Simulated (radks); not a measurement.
Question: The mean radii <r> (bohr) of the occupied orbitals of an atom or ion are listed with their occupations. All-electron calculation, scalar-relativistic Kohn-Sham, LDA (Slater exchange, VWN5 correlation), spin-polarised, spherical densities, finite nucleus; Fermi nuclear charge, rms radius of each element as measured or else 0.836 A^(1/3) + 0.57 fm. Program: a radial shooting solver on a logarithmic mesh with Libxc functionals.

orbital  occ.      <r>
1s up       1  0.02560
1s down     1  0.02560
2s up       1   0.1098
2s down     1   0.1098
2p up       3  0.09620
2p down     3  0.09620
3s up       1   0.2919
3s down     1   0.2918
3p up       3   0.2896
3p down     3   0.2894
3d up       5   0.2657
3d down     5   0.2656
4s up       1   0.6563
4s down     1   0.6565
4p up       3   0.6884
4p down     3   0.6889
4d up       5   0.7373
4d down     2   0.7389

Name the element and its charge. Open shells, if any, are filled with parallel spins first.

Answer: Z = 56, barium, charge +13: Ba13+ in [Kr] 4d7. The 1s radius gives Z: for a bare nucleus <r> = (2 gamma + 1)/(2Z) with gamma = sqrt(1 - (Z/c)^2), 0.02523 bohr for Z = 56, and screening makes it slightly larger (0.02560 here). The occupations add up to 43, and the charge is Z minus that.
